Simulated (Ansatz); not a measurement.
Consider the homolysis of the B–B bond: `BBBr` → `[BH]Br`• + `[BH2]`•.

Computed with Ansatz on PBE0-D4/def2-TZVP structures; ΔE is electronic, products minus reactants. CCSD(T)/CBS is the MP2 limit (def2-TZVPP, def2-QZVPP) plus CCSD(T) − MP2 in def2-TZVPP, frozen cores. This one scheme is used for every species. DFT in def2-TZVPP. Open shells (•) are unrestricted, without spin–orbit coupling. For Br outer-core shells are correlated without core-valence functions, which leaves a few kJ/mol of doubt a bond. Scalar relativity is left out up to krypton.

`BBBr`:

Z-matrix (Å, degrees):
```
B
B 1 1.645
H 1 1.198 2 121.5
H 1 1.198 2 121.5 3 176.7
Br 2 1.919 1 112.6 3 -88.4
H 2 1.192 1 131.3 3 91.6
```

`[BH]Br`•:

Z-matrix (Å, degrees):
```
B
Br 1 1.868
H 1 1.193 2 123.6
```

`[BH2]`•:

Cartesian coordinates in Å:
```
B 0.034 0.133 -0.310
H -0.289 0.903 0.539
H 0.254 -1.036 -0.229
```

```tsv
level	ΔE (kJ/mol)
revPBE-D4	431.8
CAM-B3LYP-D4	442.8
```

**Question.** What does CCSD(T)/CBS give? (Best estimate.)

**Answer.** Ansatz gave: +447.7 kJ/mol. The listed levels differ from it by -15.9, -4.9 kJ/mol.

Largest T1 diagnostic among the species: 0.013.

In def2-TZVPP, CCSD(T) changes the Hartree–Fock value by +99.7 kJ/mol (the triples alone add +6.2 kJ/mol) and MP2 by +101.4 kJ/mol; breaking electron pairs costs correlation energy, which Hartree–Fock lacks. Leaving LDA and LC-ωPBE aside and taking each functional with its dispersion term where it has one, the values, not all of them listed here, spread over 36.4 kJ/mol, from r2SCAN0-D4 to ωB97M-V. LDA lies +58.0 kJ/mol from PBE without D4, its usual overbinding.
